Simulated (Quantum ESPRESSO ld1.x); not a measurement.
The numbers below are computed, except where a source is named.
Question: These are the eigenvalues of the occupied orbitals of an atom or ion with whole-number occupations (hartree). Level of theory: scalar-relativistic Kohn-Sham, LDA (Slater exchange, Perdew-Zunger correlation), spin-polarised, spherical densities, point nucleus (ld1.x of Quantum ESPRESSO 7.5).

| orbital | eigenvalue |
|---|---|
| 1s up | -3283.1997 |
| 1s down | -3283.1735 |
| 2s up | -695.6720 |
| 2s down | -694.9028 |
| 2p up | -617.8575 |
| 2p down | -617.2156 |
| 3s up | -257.1932 |
| 3s down | -256.3322 |
| 3p up | -234.5488 |
| 3p down | -233.6938 |
| 3d up | -213.6277 |
| 3d down | -212.5745 |

Which element is it, and in what charge state? The configuration may be excited. Open shells, if any, are filled with parallel spins first.

Answer: Z = 81, thallium, charge +57: Tl57+ in [Ar] 3d6. The list shows which subshells hold electrons but not how many an open one holds; the 1s level, -3283.2 hartree, gives Z - s = 81.0 by -(Z - s)^2/2, which with screening and relativity narrows Z to a few neighbours, and the depths of the outer levels then fix element, charge and occupations together.
